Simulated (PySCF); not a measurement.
## How methods differ on the excitation energy of Nb⁺

Nb⁺ [Kr] 4d4 (5D) → Nb⁺ [Kr] 4d3 5s1 (5F), as a difference of total energies. All numbers are calculated (PySCF 2.14, the spin-free X2C one-electron Hamiltonian (Gaussian nucleus), in x2c-QZVPPall (13s8p7d3f2g, 111 functions)). Correlated levels: valence: [Kr] frozen; valence and next inner shell: [Ar] 3d10 frozen. The calculations carry no spin-orbit coupling.

```
                                method  excitation energy (eV)
                                   UHF                   0.050
                                   LDA                   0.388
                                   PBE                   0.366
                                  PBE0                   0.396
                                 TPSSh                   0.354
                                  TPSS                   0.340
                                   M06                   0.637
                         MP2 (valence)                   0.254
                     SCS-MP2 (valence)                   0.118
    MP2 (valence and next inner shell)                   0.312
SCS-MP2 (valence and next inner shell)                   0.212
```

Task: How much does correlation contribute at MP2 (valence and next inner shell)?

Result: 0.312 − (0.050) = 0.262 eV, measured against UHF.

Errors of the correlated levels include the incompleteness of this basis and the frozen core.

The basis was made for the ground configuration and has no added diffuse functions, so the excitation energy can come out too high.

For comparison: 0.326 eV (measured; NIST levels, between the centres of gravity of the two terms).
